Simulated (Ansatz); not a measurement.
`CB1[SiH2][SiH2]1`, 11 atoms. Charge 0, multiplicity 1. All runs use 4 threads of a server CPU on a shared host. Correlated methods freeze the cores.

(1) Give the basis size and wall time and peak host memory of each of these runs in Ansatz. RHF-CCSD(T)/def2-SVP energy; direct RPA on PBE orbitals/def2-TZVPP energy; RKS BHLYP-D4/def2-TZVPP energy; RKS HSE06 (plane-wave form)-D4/def2-TZVPP energy; RKS PBE0-D4/def2-SVP energy; RKS PBE0-D4/def2-QZVPP energy; RKS PBE0-D4/def2-TZVP frequencies; RKS ωB97M-V/def2-SVP energy; RKS ωB97M-V/def2-QZVPP energy; RKS PBE0-D4/def2-TZVP relaxation (7 steps); RKS ωB97M-V/def2-TZVPP energy and forces; RHF-CCSD(T)/def2-TZVPP energy. (An estimate is asked.)

Answers

(1) Computed: Other jobs shared the machine, so times are rough.

```json
{"level": "RKS PBE0-D4/def2-SVP", "job": "energy", "functions": "99", "wall time": "1.5 s", "peak host memory (GiB)": "0.21"}
{"level": "RHF-CCSD(T)/def2-SVP", "job": "energy", "functions": "99", "wall time": "4.1 s", "peak host memory (GiB)": "0.37"}
{"level": "RKS BHLYP-D4/def2-TZVPP", "job": "energy", "functions": "244", "wall time": "4.8 s", "peak host memory (GiB)": "0.58"}
{"level": "RKS HSE06 (plane-wave form)-D4/def2-TZVPP", "job": "energy", "functions": "244", "wall time": "4.8 s", "peak host memory (GiB)": "0.59"}
{"level": "RKS ωB97M-V/def2-SVP", "job": "energy", "functions": "99", "wall time": "6 s", "peak host memory (GiB)": "0.3"}
{"level": "direct RPA on PBE orbitals/def2-TZVPP", "job": "energy", "functions": "244", "wall time": "7.5 s", "peak host memory (GiB)": "0.62"}
{"level": "RKS PBE0-D4/def2-QZVPP", "job": "energy", "functions": "464", "wall time": "13 s", "peak host memory (GiB)": "1.4"}
{"level": "RKS ωB97M-V/def2-TZVPP", "job": "energy and forces", "functions": "244", "wall time": "19 s", "peak host memory (GiB)": "0.86"}
{"level": "RKS ωB97M-V/def2-QZVPP", "job": "energy", "functions": "464", "wall time": "32 s", "peak host memory (GiB)": "1.8"}
{"level": "RKS PBE0-D4/def2-TZVP", "job": "relaxation (7 steps)", "functions": "178", "wall time": "33 s", "peak host memory (GiB)": "0.43"}
{"level": "RKS PBE0-D4/def2-TZVP", "job": "frequencies", "functions": "178", "wall time": "3.1 min", "peak host memory (GiB)": "0.43"}
{"level": "RHF-CCSD(T)/def2-TZVPP", "job": "energy", "functions": "244", "wall time": "7.2 min", "peak host memory (GiB)": "1.9"}
```
